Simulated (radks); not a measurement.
Neutral sulfur inside a hard spherical wall (all orbitals vanish at R), configuration held at [Ne] 3s2 3p4 and not refilled when levels cross. Method: scalar-relativistic Kohn-Sham, LDA (Slater exchange, Perdew-Wang correlation), spin-polarised, spherical densities, finite nucleus; open shells are filled with parallel spins first; Fermi nuclear charge, rms radius 3.2611 fm; computed with a radial shooting solver on a logarithmic mesh with Libxc functionals. Eigenvalues in eV for spin up, with the zero of energy where the potential of the charges vanishes at infinity; a dash marks a level that is unbound or too diffuse for the functional's potential to be trusted. A positive occupied level is held by the wall or, in an anion where self-interaction has pushed it up, behind a barrier. The pressure on the wall is -dE/dV.

R (bohr)  E (hartree)  kinetic (hartree)    e(2s)    e(2p)    e(3s)   e(3p)  e(4s, empty)  e(4p, empty)  pressure (GPa)
free       -397.85925            399.045  -210.79  -156.55  -17.962  -7.716        -0.393             -               0
20         -397.85925            399.045  -210.79  -156.55  -17.962  -7.716        -0.383         0.438        < 0.0001
15         -397.85925            399.045  -210.79  -156.55  -17.962  -7.716        -0.334         0.719        < 0.0001
12         -397.85925            399.045  -210.79  -156.55  -17.962  -7.716        -0.199         1.143        < 0.0001
10         -397.85922            399.045  -210.78  -156.54  -17.959  -7.713         0.078         1.778         0.00101
8          -397.85871            399.051  -210.74  -156.50  -17.924  -7.679         0.904         3.286          0.0286
6          -397.84929            399.122  -210.25  -156.01  -17.574  -7.319         3.995         7.858           0.956
5          -397.81486            399.333  -209.11  -154.85  -16.796  -6.464         8.693        13.912            6.31
4          -397.64885            400.172  -205.58  -151.29  -14.423  -3.722        20.679        27.874            49.3
2.5        -395.13024            408.958  -182.81  -128.13    5.360  19.061        101.64        111.52            1900
1.5        -375.95608            456.718  -121.55  -64.245   118.26  134.32        442.63        430.73           55200
